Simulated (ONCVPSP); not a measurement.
**Scattering properties, ONCV potential for F**

ONCVPSP 4.0.1 input, shortened (lines: element, Z, core and valence counts, functional; n l f; lmax; l rc ep ncon nbas qcut; lloc lpopt rc5 dvloc0; l nproj debl; icmod fcfact rcfact), revPBE, scalar-relativistic:

```
  F 9.00    1    2  -102130      upf
    1    0    2.00
    2    0    2.00
    2    1    5.00
    2
    0    0.75    0.00    5    8    7.00
    1    0.95    0.00    5    8   18.30
    2    1.05    0.17    3    7   10.40
    4    5    0.60    3.00
    0    1    1.30
    1    2    2.20
    2    2    2.60
    3    5.75    1.15
```

The phase is arctan(r·R′/R) of the radial function R(r), unwrapped; energies in Ha, scanned from -3 to 5 Ha. A pole is an energy at which the radial function vanishes at the test radius. The pseudo phase is shifted by a multiple of π to meet the all-electron one at the reference energy, and phase errors are pseudo minus all-electron; the curves can meet again beyond the range given. Levels narrower than the energy grid can be missing from the lists of poles.

Q: For each channel, where are the poles, and over which energies does the pseudopotential scatter like the atom?

A:

| channel | radius (bohr) | reference energy (Ha) | poles, all-electron | poles, pseudo | unbroken range about the reference energy with phases within 0.05 rad | phase error 1 Ha above the reference energy (rad) |
| --- | --- | --- | --- | --- | --- | --- |
| s | 0.76 | -1.10 | none | none | the whole range | -0.001 |
| p | 0.96 | -0.41 | 2.55 | 2.55 | the whole range | -0.000 |
| d | 1.06 | 0.17 | none | none | the whole range | -0.000 |

Phases in the d channel:

```
E (Ha)  all-electron  pseudo
 -2.98         1.149   1.149
 -2.54         1.123   1.123
 -2.10         1.093   1.093
 -1.66         1.057   1.057
 -1.22         1.015   1.015
 -0.78         0.964   0.964
 -0.34         0.900   0.900
  0.10         0.820   0.820
  0.54         0.719   0.719
  0.98         0.587   0.587
  1.42         0.416   0.416
  1.86         0.200   0.200
  2.30        -0.053  -0.053
  2.74        -0.319  -0.319
  3.18        -0.564  -0.564
  3.62        -0.767  -0.767
  4.06        -0.927  -0.927
  4.50        -1.051  -1.051
  4.94        -1.147  -1.147
```
